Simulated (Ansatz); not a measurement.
A CCSD(T) single point on `CN[SiH](F)Br`.

```yaml
crystal:
  periodic: [false, false, false]
  atoms:
    - {symbol: C, position_ang: [-1.150231, 0.158936, -0.815031]}
    - {symbol: N, position_ang: [-0.061859, -0.605772, -0.241065]}
    - {symbol: Si, position_ang: [1.089040, -0.087548, 0.870532]}
    - {symbol: F, position_ang: [0.508894, 0.181777, 2.331049]}
    - {symbol: Br, position_ang: [1.929839, 1.865900, 0.259071]}
    - {symbol: H, position_ang: [-1.198067, 0.022931, -1.898652]}
    - {symbol: H, position_ang: [-2.119879, -0.112407, -0.385902]}
    - {symbol: H, position_ang: [-0.988498, 1.221753, -0.628420]}
    - {symbol: H, position_ang: [-0.068535, -1.586102, -0.473331]}
    - {symbol: H, position_ang: [2.142296, -1.110669, 0.984648]}
basis:
  gaussian: {orbitals: def2-TZVPP}
correlation: {method: ccsd_t}
```

```sh
$ ansatz run in.yaml --threads 4 --pin off --events-out ev --progress --plain --max-ram 10444MiB
```

The program prints (abridged):

```
Functional definition: HF
1541 factors; integrals over basis functions are off by at most 1.1e-3 eV
mean field evaluation 1: about -83161.4142 eV, gradient 4.1e1 eV
mean field evaluation 2: about -83161.6609 eV, gradient 4.1e1 eV
mean field evaluation 4: about -83165.1230 eV, gradient 3.5e0 eV
mean field evaluation 8: about -83165.1755 eV, gradient 2.3e-1 eV
mean field -83165.17572326 eV, -3056.2638364491 hartree, gradient 4.2e-6 eV, S^2 0.000000; 0 other end points of the search recorded, 0 dependent functions left out
17 core orbitals not correlated: weight in the atoms' cores, before any rotation towards them, 1.000 or more for the frozen orbitals, at most 0.000 for the correlated occupied ones
reference -83165.17572326 eV, -3056.2638364491 hartree; 21, 21 occupied and 215, 215 virtual orbitals, 1541 factors
second order -27.98890148 eV of doubles, -0.00000000 eV of singles
cycle   1  -28.14441967 eV  change   -1.6e-1 eV  update   1.0e-1
cycle   2  -28.74071336 eV  change   -6.0e-1 eV  update   2.8e-2
cycle   3  -28.85711586 eV  change   -1.2e-1 eV  update   1.4e-2
cycle   4  -28.84290778 eV  change    1.4e-2 eV  update   3.2e-3
cycle   5  -28.84187198 eV  change    1.0e-3 eV  update   1.4e-3
cycle   6  -28.84265969 eV  change   -7.9e-4 eV  update   4.6e-4
cycle   7  -28.84232505 eV  change    3.3e-4 eV  update   1.6e-4
cycle   8  -28.84227872 eV  change    4.6e-5 eV  update   4.9e-5
perturbative correction -0.99962106 eV, -0.0367353965 hartree
Total energy: -83195.01762304 eV, -3057.3605060385 hartree
```

Hardware: 4 threads of an Arm Neoverse V1 on a shared host. Wall time 4.9 min, peak host memory 5.8 GiB.

MP2 recovers 93.8 % of the CCSD(T) correlation energy and the triples give 3.3 %; T1 = 0.0094.
